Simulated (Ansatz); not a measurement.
`O[CH2][Al]([SH])[Br]`. The species carries charge 0 and has multiplicity 1. Correlated methods include outer-core shells of Br, which these sets cover unevenly. Scalar relativity is left out up to krypton.

```xyz
9

O    -0.440    1.372    1.343
C     0.264    0.295    0.750
Al   -0.555   -0.186   -0.971
S     0.271   -1.808   -2.167
Br   -2.350    0.855   -1.828
H    -0.025    1.591    2.181
H     1.323    0.542    0.570
H     0.268   -0.601    1.392
H     1.243   -2.060   -1.271
```

Task: Give the diagnostics of a CCSD(T)/def2-TZVPP run (frozen core, Ansatz). (Estimate.)

Result: The calculation gave: T1 = 0.0093, largest single amplitude 0.017, largest double 0.022, (T) share of the correlation energy 3.7 %, 9 CCSD cycles. The RHF solution is stable towards an unrestricted one. T1 lies under the customary mark of 0.02 for closed shells.
